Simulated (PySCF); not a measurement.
Geometry:
```
atom   x (Å)   y (Å)   z (Å)
  C1   3.031  -0.415   0.163
  C2   1.620  -0.037   0.445
  S3   1.160   0.906   1.692
 Si4   0.175  -0.619  -0.640
  O5  -0.884  -1.441   0.334
 Si6  -2.114  -0.819   1.278
  O7  -2.500   0.679   0.671
 Si8  -1.773   1.647  -0.468
  O9  -0.590   0.733  -1.216
 H10   3.133  -1.515   0.162
 H11   3.729   0.018   0.893
 H12   3.312  -0.089  -0.854
 H13   0.601  -1.481  -1.769
 H14  -1.678  -0.713   2.693
 H15  -3.291  -1.715   1.143
 H16  -1.175   2.847   0.170
 H17  -2.776   2.027  -1.495
```

Fast rotation and ring inversion assumed for equivalent nuclei, one computed conformer, in vacuum, non-relativistic Hamiltonian. PBE0/pcSseg-1 with gauge-including orbitals; PBE0-D3(BJ)/def2-SVP structure; PySCF 2.14.

Scale: 13C (184.41 ppm) and 1H (31.27 ppm) and 29Si (351.99 ppm) against TMS; 33S (495.66 ppm) against CS2; 17O (334.56 ppm) against H2O (reference shieldings calculated alike).

```tsv
atoms	nucleus	count	δ (ppm)
Si4	29Si	1	-70.7
H10/H11/H12	1H	3	3.52
H14/H16	1H	2	5.15
S3	33S	1	1255
C2	13C	1	?
O5/O9	17O	2	97.1
C1	13C	1	?
H13	1H	1	4.97
H15/H17	1H	2	?
Si6/Si8	29Si	2	-33.2
O7	17O	1	82.7
```

Question: Fill in the missing shifts.

Answer: 
- C2: 325.9 ppm, thiocarbonyl carbon; the small n→π* gap of C=S deshields it strongly
- C1: 48.9 ppm, methyl carbon; aliphatic region, no heteroatom directly attached
- H15/H17: 5.11 ppm, hydrogen on a silicon bonded to 2 O, in a 6-membered ring

Shifts are as computed. Against solution values, carbons near 30 ppm lie about +2 ppm off and those near 130 ppm about +5 ppm. Of 1211 compounds with measured shifts, 218 miss one by over three times the rms of a fit or turn the order of signals round; such compounds aren't used in these exercises. Experimental scales use liquid or dissolved standards, which lie at an offset from isolated H2O (liquid H2O: subtract about 36 ppm).
